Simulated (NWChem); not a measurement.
C2H3ClGeO; SMILES [Cl][Ge@H]1[CH]=C[O]1

```xyz
8

Cl     0.3301     1.9336    -0.3646
Ge    -0.3526     0.0011     0.3341
C     -0.6067    -1.4498    -0.9074
C      0.5385    -1.9739    -0.3799
O      1.1210    -1.1949     0.5771
H     -1.1218     0.2400     1.6578
H     -1.2953    -1.8199    -1.6728
H      1.0542    -2.9251    -0.6149
```
Atoms are numbered in this order, from 1.

Level: PBE-D3(BJ)/def2-SVP (NWChem), optimised geometry, unscaled harmonic frequencies. 

Problem. List the harmonic frequencies with IR intensities, and the thermochemistry.

Solution. 
```csv
frequency (cm⁻¹),IR intensity (km/mol)
117,0.5
153,2.2
375,10.9
417,76.6
454,54.2
534,24.9
580,6.1
648,32.9
713,81.4
832,2.4
921,14.5
983,26.2
1122,91.7
1230,3.7
1519,71.8
2084,101.2
3075,15.1
3217,2.6
```

| Quantity | Result |
|---|---|
| zero-point energy | 27.1 kcal/mol |
| thermal correction to the enthalpy at 298.15 K (with zero-point energy) | 31.4 kcal/mol |
| heat capacity Cv | 20.1 cal/(mol K) |
| entropy at 298.15 K and 1 atm (symmetry number 1) | 78.8 cal/(mol K) |
| dipole moment | 1.93 D |

Rigid rotor and harmonic oscillator.
